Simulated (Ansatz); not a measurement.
Isolated molecules relaxed with PBE0-D4/def2-TZVP in Ansatz; ΔE leaves out vibrations. CCSD(T)/CBS is the MP2 limit (def2-TZVPP, def2-QZVPP) plus CCSD(T) − MP2 in def2-TZVPP, frozen cores. This one scheme is used for every species, atoms too. Open shells (•) are unrestricted, without spin–orbit coupling. Spin–orbit coupling would lower the free atoms: a little for B, C, Cl, O. One conformer a species, not always the lowest.

Consider the atomization: `C[B-](C)([OH2+])Cl` → B• + 2 C• + Cl• + 8 H• + O•.

| species | CCSD(T)/CBS(def2) energy (Eh) |
| --- | --- |
| `C[B-](C)([OH2+])Cl` | -640.74229 |
| B• | -24.60433 |
| C• | -37.79194 |
| Cl• | -459.70966 |
| H• | -0.50000 |
| O• | -75.00631 |

(1) Work out ΔE.

Largest T1 diagnostic among the species: 0.014.

Answers

(1) ΔE = 8 × (-0.50000) + 2 × (-37.79194) + (-24.60433) + (-459.70966) + (-75.00631) − (-640.74229) = 1.83811 Eh = +1153.4 kcal/mol.

From r2SCAN to r2SCAN0 (25 % exact exchange), in def2-TZVPP and without D4, ΔE moves by −13.1 kcal/mol: exact exchange takes away binding that semilocal exchange gives to molecules. At CCSD(T), def2-SVP lies −50.5 kcal/mol from the extrapolated value and def2-TZVPP −25.4 kcal/mol: correlation converges slowly with the basis, and small sets miss more of it in the bonded molecule than in its fragments.

For atomizations the MP2-based limit and the directly extrapolated one differ by several kJ/mol either way, and by 10 to 25 for some Ge, Se and Sn compounds, so smaller differences from it don't rank the levels.
